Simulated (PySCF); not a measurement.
I (iodine, neutral) across methods

[Kr] 4d10 5s1 5p6, 2S determinant (an excited configuration). Computed with PySCF 2.14 in x2c-QZVPPall (13s9p7d4f1g, 112 functions), with scalar relativity by spin-free X2C-1e. The B2PLYP total includes its PT2 part (frozen core); its orbital energies are those of the SCF part.

```
 method  E (hartree)  mean ε 5s α (eV)  mean ε 5p α (eV)  mean ε 5p β (eV)  Σ⟨r²⟩ (bohr²)   ⟨S²⟩
 B2PLYP     -7114.57           -22.860           -10.345            -8.694          63.49  0.761
   PBE0     -7114.92           -20.711            -9.243            -8.150          62.81  0.755
    UHF  -7112.28682           -26.599           -12.454            -9.580          64.31  0.782
r2SCANh     -7115.26           -20.122            -8.833            -7.777          62.78  0.759
    PBE     -7114.86           -18.482            -7.921            -7.296          62.80  0.752
 r2SCAN     -7115.28           -19.321            -8.358            -7.463          62.73  0.757
    LDA     -7108.79           -18.686            -8.033            -7.482          62.65  0.752
   PW91     -7115.85           -18.544            -7.960            -7.350          62.74  0.752
```
